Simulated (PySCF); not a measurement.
C7H6F4.
Structure used (PBE0-D3(BJ)/def2-SVP), in Å, numbered top down from 1:
```
atom  x, y, z in Å
F1    -1.5878    2.1502   -0.6078
C2    -0.8154    1.5282    0.3506
C3     0.5569    1.2134   -0.1932
C4     0.8421   -0.0842   -0.0519
C5     2.0977   -0.7585   -0.4959
F6     1.8438   -1.6633   -1.4481
F7     2.9899    0.1038   -0.9802
F8     2.6738   -1.4110    0.5212
C9    -0.2937   -0.8506    0.5342
C10   -1.5343   -0.8499   -0.3175
C11   -1.3716    0.1772    0.7625
H12   -0.7593    2.2189    1.2114
H13    1.1904    1.9614   -0.6723
H14   -0.1029   -1.6647    1.2367
H15   -2.2702   -1.6378   -0.1405
H16   -1.4369   -0.5310   -1.3585
H17   -2.0204    0.1240    1.6384
```

Method: TDDFT wB97X-D/def2-SVPD, vertical, gas phase, core orbitals frozen in the response in PySCF 2.14.0, density-fitted response routines.

Ground-to-excited transition dipoles (e·a0, same axes as the geometry; the sign carries no meaning), for the states with f of 0.002 or more among the lowest 7:

| state | E (hartree) | μx | μy | μz |
| --- | --- | --- | --- | --- |
| S1 | 0.2188 | 0.037 | 0.799 | -0.018 |
| S2 | 0.2562 | 0.034 | -0.440 | -0.035 |
| S3 | 0.2776 | -0.075 | 0.187 | 0.045 |
| S4 | 0.2877 | 0.169 | 0.057 | 0.016 |
| S5 | 0.2977 | -0.167 | 0.510 | -0.064 |
| S6 | 0.3065 | 0.412 | -0.236 | -0.117 |
| S7 | 0.3092 | -0.356 | 0.126 | -0.042 |

Question: What oscillator strength does each state have?

Answer: f = (2/3) ΔE |μ|² with ΔE in hartree (27.2114 eV).

| state | \|μ\|² (au) | \|μ\| (D) | f |
| --- | --- | --- | --- |
| S1 | 0.640 | 2.03 | 0.093 |
| S2 | 0.196 | 1.12 | 0.033 |
| S3 | 0.043 | 0.53 | 0.008 |
| S4 | 0.032 | 0.45 | 0.006 |
| S5 | 0.293 | 1.37 | 0.058 |
| S6 | 0.240 | 1.24 | 0.049 |
| S7 | 0.145 | 0.97 | 0.030 |

Question: Which bond between heavy atoms lies closest to the direction of the S1 transition dipole?

Answer: C3–C4, at 16° from it; next C2–C11 at 24°.

Question: What angle do the transition dipoles of S1 and S6 make?

Answer: |cos θ| = |μa·μb| / (|μa| |μb|) = 0.44, so θ ≈ 64° (taken between 0 and 90°, since the signs are arbitrary).

Question: How is the summed strength of these states shared among x, y and z?

Answer: (2/3) Σ ΔE μα² gives 0.073 for x, 0.200 for y and 0.005 for z, 0.278 in all.

Question: What peak molar absorption coefficient would the strongest computed level give as a lone Gaussian band 0.4 eV wide at half height?

Answer: ε(max) = 2.175×10⁸ f / FWHM, with the width in cm⁻¹. S1: 2.175×10⁸ × 0.0934 / 3226 ≈ 6300 L mol⁻¹ cm⁻¹.
